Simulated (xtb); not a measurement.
BH9Si3, SMILES [SiH3]B([SiH3])[SiH3]. All values are semi-empirical tight-binding results from xtb (GFN2-xTB unless named), good for trends rather than for accurate numbers. Coordinates come from a GFN2-xTB optimisation.

Optimised geometry:

```xyz
13

B     -0.0021     0.0046     0.0053
Si     1.8565    -0.3229    -0.5656
H      2.3481    -1.6837    -0.2855
H      2.7756     0.5795     0.1540
H      2.1502    -0.1088    -1.9933
Si    -0.6618    -0.7664     1.6948
H     -1.4375    -1.9915     1.4229
H     -1.5707     0.1113     2.4533
H      0.3658    -1.1688     2.6707
Si    -1.1955     1.0896    -1.1282
H     -2.5375     1.3712    -0.5886
H     -1.4401     0.4479    -2.4332
H     -0.6321     2.4157    -1.4399
```

The geometry has at least one imaginary mode, so it is a saddle point at that level.

Question: Estimate the properties. (The exact figures need the calculation; the answer reports its results.)

Answer: 
```yaml
orbital_gap: 1.86 eV
dipole_moment: 0.01 D
static polarisability (D4 model): 102.0 bohr³
solvation energy, GFN2-xTB/ALPB(water): -0.9 kcal/mol
solvation energy, GFN2-xTB/ALPB(acetonitrile): -2.7 kcal/mol
```

Question: Give the atomic charges and the Wiberg bond orders between heavy atoms. (Estimate from the structure and the level; the computed values follow.)

Answer: charges (e) B1 0.03, Si2 0.39, H3 -0.13, H4 -0.13, H5 -0.13, Si6 0.39, H7 -0.13, H8 -0.13, H9 -0.13, Si10 0.39, H11 -0.13, H12 -0.13, H13 -0.13. Bond orders B1–Si2 0.93, B1–Si6 0.93, B1–Si10 0.93.
